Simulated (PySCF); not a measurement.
C4H5BO, SMILES C1OCB1C#C. The structure is a stationary point at r2SCAN-D4/def2-SVP. This is a generated structure with no PubChem entry under its InChIKey; it may be hypothetical.

### Question
Give the equilibrium geometry at r2SCAN-D4/def2-SVP (PySCF confirms it by a frequency run) as bond lengths and angles, and its point group. (Estimate from the structure and the level; the computed values follow.)

### Answer
point group C2v.
Atoms: C1 C2 B3 C4 O5 C6 H7 H8 H9 H10 H11. Bonded distances (Å): C1–C2 1.224, C1–H7 1.076, C2–B3 1.504, B3–C4 1.580, B3–C6 1.580, C4–O5 1.446, C4–H8 1.109, C4–H9 1.109, O5–C6 1.446, C6–H10 1.109, C6–H11 1.109. Bond angles (°): C2–C1–H7 180.0, C1–C2–B3 180.0, C2–B3–C4 137.8, C2–B3–C6 137.8, C4–B3–C6 84.5, B3–C4–O5 90.5, B3–C4–H8 116.9, B3–C4–H9 116.9, O5–C4–H8 112.4, O5–C4–H9 112.4, H8–C4–H9 107.1, C4–O5–C6 94.5, B3–C6–O5 90.5, B3–C6–H10 116.9, B3–C6–H11 116.9, O5–C6–H10 112.4, O5–C6–H11 112.4, H10–C6–H11 107.1.
